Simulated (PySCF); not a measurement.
`N#C[C@@H]1O[C@H]1CCF`, C$_{5}$H$_{6}$FNO

Geometry (Å), atoms numbered from 1 in this order:
```xyz
14

N     3.4089    0.7560    0.7930
C     2.4597    0.1578    0.5100
C     1.2746   -0.5973    0.1622
O     1.2233   -1.1403   -1.1386
C     0.3313   -0.0918   -0.8475
C    -1.1297   -0.4295   -0.7530
C    -1.8775    0.4850    0.1899
F    -1.3804    0.3530    1.4647
H     0.8880   -1.2328    0.9688
H     0.5826    0.8644   -1.3289
H    -1.5871   -0.3647   -1.7545
H    -1.2304   -1.4748   -0.4200
H    -2.9511    0.2343    0.2023
H    -1.7731    1.5419   -0.1124
```

Level of theory: PySCF 2.14.0, TDDFT PBE0/def2-SVPD circular dichroism and optical rotation, one conformer, gas phase. Geometry: PBE0-D3(BJ)/def2-SVP.

The molecule is flexible and this is one conformer; a measurement averages over conformers. Singlets 8 and 9 lie within 0.01 eV of each other, so their separate moments and overlaps can depend on how they mix.

Task: Draw the ECD and absorption spectra from the lowest 12 states, each a Gaussian of half-width 0.2 eV at 1/e height.

Result: 
| E (eV) | λ (nm) | Δε (L mol⁻¹ cm⁻¹) | ε (L mol⁻¹ cm⁻¹) |
| --- | --- | --- | --- |
| 6.49 | 191 | +0.03 | 3.16 |
| 6.59 | 188 | +0.33 | 30.1 |
| 6.69 | 185 | +1.90 | 174 |
| 6.79 | 183 | +6.63 | 610 |
| 6.89 | 180 | +14.03 | 1310 |
| 6.99 | 177 | +18.02 | 1760 |
| 7.09 | 175 | +14.04 | 1500 |
| 7.19 | 172 | +6.54 | 882 |
| 7.29 | 170 | +1.16 | 518 |
| 7.39 | 168 | -2.81 | 779 |
| 7.49 | 166 | -8.81 | 1760 |
| 7.59 | 163 | -16.91 | 3070 |
| 7.69 | 161 | -20.43 | 3900 |
| 7.79 | 159 | -10.47 | 3800 |
| 7.89 | 157 | +9.57 | 3070 |
| 7.99 | 155 | +24.05 | 2210 |
| 8.09 | 153 | +27.85 | 1530 |
| 8.19 | 151 | +27.60 | 1250 |
| 8.29 | 150 | +23.05 | 1440 |
| 8.39 | 148 | +14.12 | 2330 |
| 8.49 | 146 | +10.25 | 4450 |
| 8.59 | 144 | +14.36 | 7770 |
| 8.69 | 143 | +17.22 | 10800 |

Δε uses R in velocity form, ε uses f in length form. Only the states computed contribute, so the short-wavelength end is incomplete.
